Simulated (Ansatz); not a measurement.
C7H9N can be A, `N#CC1=CCCCC1`, or B, `Cc1cncc(C)c1`.

Program: Ansatz. Geometries: PBE0-D4/def2-TZVP. ΔE: electronic, gas phase. CCSD(T)/CBS is the MP2 limit (def2-TZVPP, def2-QZVPP) plus CCSD(T) − MP2 in def2-TZVPP, frozen cores. DFT in def2-TZVPP.

Problem. Which isomer does CCSD(T)/CBS put lower? Give the gap. (An estimate is asked.)

Solution. Ansatz gave: B, by 43.6 kJ/mol.

Problem. Give E(B) − E(A) in kJ/mol with B2PLYP, CCSD/def2-TZVPP, HF/def2-TZVPP, BLYP-D4, MP2/def2-TZVPP, PBE0-D4, CCSD(T)/def2-SVP. (Estimate.)

Solution. Ansatz gave: B2PLYP -57.2, CCSD/def2-TZVPP -29.3, HF/def2-TZVPP -35.0, BLYP-D4 -70.5, MP2/def2-TZVPP -53.0, PBE0-D4 -69.2, CCSD(T)/def2-SVP -34.1. None reverses the order clearly.

Largest T1 diagnostic: 0.012.

From PBE to PBE0 (25 % exact exchange), in def2-TZVPP and without D4, E(B) − E(A) moves by +3.7 kJ/mol. At CCSD(T), def2-SVP lies +9.6 kJ/mol from the extrapolated value and def2-TZVPP +5.7 kJ/mol.
